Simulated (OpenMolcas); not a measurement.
C2H5ClSi (SMILES ClC1C[SiH2]1): the vertical energy of the triplet above the singlet from total energies

C2H5ClSi has 9 atoms, charge 0, and is taken as a singlet. As SMILES, `ClC1C[SiH2]1`. The coordinates come from a PBE0-D4/def2-TZVP relaxation.

```xyz
9

Cl   -0.6102   -0.4166   -2.2543
C    -0.4426    0.3735   -0.6899
C     0.9304    0.3051   -0.0143
Si   -0.4175   -0.5751    0.9039
H    -0.8996    1.3566   -0.7145
H     1.6593   -0.3223   -0.5182
H     1.3457    1.2489    0.3241
H    -0.4528   -2.0481    0.8387
H    -1.0239    0.0318    2.1073
```

Both states at this one shape; open shells run unrestricted unless said. 1 Eh = 27.2114 eV.

```
                             level     program  singlet C2H5ClSi (Eh)  triplet C2H5ClSi (Eh)
                   r2SCAN/def2-SVP  OpenMolcas            -828.462231            -828.289717
B3LYP/6-31G* (Cartesian functions)  OpenMolcas            -828.860501            -828.682670
                     PBE0/def2-SVP  OpenMolcas            -828.198970            -828.017825
```

Task: Work out the vertical gap, second state less first, at each level.

Result: 
1. r2SCAN/def2-SVP: -828.289717 − (-828.462231) = 0.172514 Eh = 4.69 eV.
2. B3LYP/6-31G* (Cartesian functions): -828.682670 − (-828.860501) = 0.177831 Eh = 4.84 eV.
3. PBE0/def2-SVP: -828.017825 − (-828.198970) = 0.181145 Eh = 4.93 eV.

No measured value is set beside it here; the levels span 4.69 to 4.93 eV.
